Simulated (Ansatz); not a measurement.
GeH3(NHtBu) (C₄H₁₃GeN). Total charge 0; triplet. Geometry r2SCAN-D4/def2-SVP, that of the neutral singlet; atoms count from 1.

Cartesian coordinates in Å:
```
Ge 1.012 -2.081 0.776
H 2.003 -2.337 1.921
H -0.216 -2.991 0.921
H 1.696 -2.407 -0.575
N 0.507 -0.322 0.983
C -0.199 0.459 -0.045
C -1.343 -0.387 -0.609
C -0.773 1.707 0.639
C 0.744 0.884 -1.185
H 1.245 0.233 1.414
H -1.935 0.195 -1.332
H -0.962 -1.277 -1.138
H -2.010 -0.725 0.200
H -1.454 1.416 1.453
H -1.321 2.339 -0.077
H 0.037 2.317 1.075
H 1.173 0.001 -1.687
H 1.577 1.489 -0.791
H 0.219 1.486 -1.944
```

At PBE0-D4/def2-TZVP a singlet of charge 0 lies 5.35 eV below the triplet at the same geometry.

Estimate the Mulliken populations from the PBE0/def2-TZVP orbitals of Ansatz.


| atom | charge (e) | spin (α − β) |
| --- | --- | --- |
| Ge1 | -0.43 | 0.72 |
| H2 | 0.04 | -0.02 |
| H3 | 0.04 | 0.00 |
| H4 | 0.05 | 0.07 |
| N5 | 0.29 | 0.59 |
| C6 | 0.06 | -0.03 |
| C7 | -0.28 | -0.09 |
| C8 | -0.25 | -0.09 |
| C9 | -0.26 | -0.04 |
| H10 | -0.17 | 0.48 |
| H11 | 0.09 | 0.06 |
| H12 | 0.13 | 0.02 |
| H13 | 0.12 | 0.03 |
| H14 | 0.11 | 0.03 |
| H15 | 0.09 | 0.06 |
| H16 | 0.09 | 0.07 |
| H17 | 0.11 | 0.03 |
| H18 | 0.08 | 0.07 |
| H19 | 0.10 | 0.06 |
Mulliken values depend strongly on the basis.

Where does the spin sit?

Summed by element: Ge 0.72, H 0.95, N 0.59, C -0.26, of 2 unpaired in all. Largest on single atoms: Ge1 0.72, N5 0.59, H10 0.48.

And the Mayer bond orders between heavy atoms (over 0.3)?

N5–C6 0.97 (1.47 Å); C6–C7 1.02 (1.53 Å); C6–C8 1.00 (1.53 Å); C6–C9 0.99 (1.54 Å).
